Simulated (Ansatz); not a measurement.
Consider the redistribution: `[NH2][GeH2][Si](N)(F)F` + SiH₄ → `[NH2][GeH3]` + `N[Si](F)(F)[SiH3]`.

Isolated molecules relaxed with PBE0-D4/def2-TZVP in Ansatz; ΔE leaves out vibrations. CBS: MP2 limit from def2 TZ/QZ plus the TZ coupled-cluster correction, frozen cores. This one scheme is used for every species. Functionals use def2-TZVPP. B3LYP here is the variant with VWN-RPA as its local correlation; programs differ in this. For Ge outer-core shells are correlated without core-valence functions, which leaves a few kJ/mol of doubt a bond. Scalar relativity is left out up to krypton. Each species was taken in one conformer, which may not be the lowest.

(1) Is it downhill or uphill in electronic energy at CCSD(T)/CBS, and by how much? (Estimate.)

(2) What do these levels give: r2SCAN-D4, B3LYP-D4, ωB97X-V, r2SCAN, PBE0, B3LYP, MP2/def2-TZVPP, CCSD(T)/def2-TZVPP, MP2/def2-QZVPP, SCS-MP2/def2-QZVPP, MP2/CBS(def2), CCSD/CBS(def2)? (Best estimate.)

Largest T1 diagnostic among the species: 0.012.

## Answers

(1) Computed: Uphill: ΔE = +13.5 kJ/mol.

(2) The calculation gave: r2SCAN-D4 11.5, B3LYP-D4 15.0, ωB97X-V 11.6, r2SCAN 10.7, PBE0 8.7, B3LYP 11.7, MP2/def2-TZVPP 16.7, CCSD(T)/def2-TZVPP 14.0, MP2/def2-QZVPP 16.2, SCS-MP2/def2-QZVPP 14.9, MP2/CBS(def2) 16.2, CCSD/CBS(def2) 13.3 kJ/mol.

The D4 term adds +3.3 kJ/mol with B3LYP and +2.0 kJ/mol with PBE0; it sums over pairs of atoms, weighted by their polarisabilities, and B3LYP, whose exchange is more repulsive, gets the larger term. In def2-TZVPP, CCSD(T) changes the Hartree–Fock value by +3.4 kJ/mol (the triples alone add +0.2 kJ/mol) and MP2 by +6.0 kJ/mol.
